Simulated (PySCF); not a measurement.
H₆HfO₄Sn, SMILES [SnH3][O][Hf]([OH])([OH])[OH], multiplicity 1. Heavy atoms are numbered as in [O:1]([Hf:2]([OH:3])([OH:5])[OH:7])[SnH3:9]. Hydrogens are named by the atom that carries them.

Coordinates come from a B3LYP-D3(BJ)/def2-SVP optimisation. The multiplicity is an assumed one; other spin states were not compared. The def2 effective core potentials stand for the cores of Hf, Sn; spin–orbit coupling is left out. One conformer was computed; it need not be the lowest.

All values below come from PBE0/def2-TZVP (PySCF).

ESP charges are fitted to the potential on shells at 1.4 to 2.0 van der Waals radii. Atomic charges (e), one atom of each kind:

```json
[
 {"atom": "O1", "Mulliken": "-0.76", "ESP fit": "-0.69", "Löwdin": "-0.38"},
 {"atom": "Hf2", "Mulliken": "1.59", "ESP fit": "2.03", "Löwdin": "0.66"},
 {"atom": "O3 (OH)", "Mulliken": "-0.72", "ESP fit": "-1.06", "Löwdin": "-0.33"},
 {"atom": "H on O3", "Mulliken": "0.32", "ESP fit": "0.52", "Löwdin": "0.16"},
 {"atom": "Sn9 (SnH3)", "Mulliken": "0.56", "ESP fit": "0.49", "Löwdin": "0.41"},
 {"atom": "H on Sn9", "Mulliken": "-0.05", "ESP fit": "-0.07", "Löwdin": "-0.06"}
]
```
